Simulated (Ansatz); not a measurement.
`CO[SiH2]F` + `O[SiH](O)F` → `CO[SiH2]O[SiH](O)F` + H–F  (ligand exchange at the Si–F bond)

Calculated with Ansatz (gas phase, PBE0-D4/def2-TZVP geometries, no zero-point term in ΔE). CCSD(T)/CBS adds triple-zeta CCSD(T) − MP2 to the extrapolated MP2 energy (def2 sets, frozen cores). This one scheme is used for every species. Functionals use def2-TZVPP. One conformer a species, not always the lowest.

**Question.** Is it downhill or uphill in electronic energy at CCSD(T)/CBS, and by how much? (Best estimate.)

**Answer.** Computed: Uphill: ΔE = +0.20 eV.

**Question.** What do these levels give: ωB97X-V, PBE0, HF/def2-QZVPP, MP2/def2-QZVPP, HF/CBS(def2), CCSD/CBS(def2)? (An estimate is asked.)

**Answer.** Computed: ωB97X-V 0.26, PBE0 0.30, HF/def2-QZVPP 0.34, MP2/def2-QZVPP 0.20, HF/CBS(def2) 0.34, CCSD/CBS(def2) 0.22 eV.

Largest T1 diagnostic among the species: 0.012.

In def2-TZVPP, CCSD(T) changes the Hartree–Fock value by −0.14 eV (the triples alone add −0.02 eV) and MP2 by −0.14 eV. The D4 term adds −0.14 eV with B3LYP and −0.08 eV with PBE0; it sums over pairs of atoms, weighted by their polarisabilities, and B3LYP, whose exchange is more repulsive, gets the larger term. From PBE to PBE0 (25 % exact exchange), in def2-TZVPP and without D4, ΔE moves by −0.04 eV.

B3LYP here is the variant with VWN-RPA as its local correlation; programs differ in this.
